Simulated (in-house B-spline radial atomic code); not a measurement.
Configurations of neutral iridium, with energies counted from [Xe] 4f14 5d7 6s2. Level of theory: Dirac-Hartree-Fock, average of configuration, Fermi nucleus of rms radius 5.4032 fm; calculated with an all-electron radial atomic-structure program (B-spline basis). Energies include first-order Breit, QED and recoil terms.

Occupations are held fixed; configurations that lie above the ionisation limit could autoionise.

| configuration | E - E(ref) (eV) | highest orbital | its <r> (bohr) |
| --- | --- | --- | --- |
| [Xe] 4f14 5d6 6s2 7s1 | 8.2802 | 7s1/2 | 8.617 |
| [Xe] 4f14 5d6 5f1 6s2 | 9.8901 | 5f5/2 | 17.95 |
| [Xe] 4f13 5d8 6s2 | 59.065 | 6s1/2 | 3.035 |
| [Kr] 4d10 4f14 5s2 5p5 5d7 6s2 7s1 | 61.794 | 7s1/2 | 8.557 |
| [Kr] 4d10 4f14 5s2 5p5 5d7 6s2 8s1 | 63.075 | 8s1/2 | 17.26 |
| [Kr] 4d10 4f14 5s2 5p5 5d7 6s2 10s1 | 63.804 | 10s1/2 | 43.62 |
| [Xe] 4f13 5d7 6s2 9s1 | 70.331 | 9s1/2 | 28.9 |
| [Xe] 4f13 5d7 6s2 7g1 | 70.763 | 7g9/2 | 63.5 |

Order these further configurations by energy, lowest first.
A. [Xe] 4f14 5d8 6s1
B. [Xe] 4f14 5d7 6s1 7g1
C. [Xe] 4f14 5d6 6s2 9s1
D. [Xe] 4f13 5d7 6s2 8p1
E. [Xe] 4f14 5d7 6s1 7f1

A (-0.54734 eV), E (7.3795 eV), B (7.4803 eV), C (10.035 eV), D (70.147 eV).

How far above the reference does [Xe] 4f13 5d7 6s2 9p1 lie?

70.477 eV; its least bound orbital is 9p3/2 with <r> = 35.81 bohr.

How far above the reference does [Xe] 4f14 5d6 6s2 6p1 lie?

5.9843 eV; its least bound orbital is 6p3/2 with <r> = 4.255 bohr.

How far above the reference does [Xe] 4f14 5d6 6s2 10s1 lie?

10.274 eV; its least bound orbital is 10s1/2 with <r> = 43.75 bohr.

Is the reference the lowest configuration at this level of theory?

No: [Xe] 4f14 5d8 6s1 lies 0.5473 eV lower. Averages of configurations without correlation can order differently from the measured ground levels.
